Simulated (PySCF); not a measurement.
## A series of derivatives of CO[SiH](F)OC

Parent skeleton `[CH3:1][O:2][SiH:3]([F:4])[O:5][CH3:6]`; one hydrogen on atom 3 is replaced by X. Hydrogens on one atom are averaged.

How the numbers were obtained: shieldings: GIAO PBE0/pcSseg-1, geometry: GFN2-xTB, in PySCF 2.14.0 with density-fitted response routines (no relativistic terms, equivalent nuclei averaged, a single conformation, isolated molecule).

δ = σ(ref) − σ, references computed at the same level: 13C (σref 186.93), 29Si (σref 349.16), 1H (σref 31.72) against TMS; H2O for 17O (σref 336.08); 19F (σref 170.95) against CFCl3.

**Question.** Order these by the shift of Si3, most shielded first.
A. X = F
B. X = allyl
C. X = cPr
D. X = COO-

**Answer.** A (-97.6 ppm), D (-81.3 ppm), B (-60.8 ppm), C (-55.5 ppm).

**Question.** Order these by the shift of O2/O5, most shielded first.
A. X = F
B. X = cPr
C. X = allyl

**Answer.** A (15.2 ppm), B (29.1 ppm), C (32.4 ppm).

Unscaled 19F shifts against computed CFCl3 carry errors that often reach 10 to 50 ppm. Experimental scales use liquid or dissolved standards, which lie at an offset from isolated H2O (liquid H2O: subtract about 36 ppm).
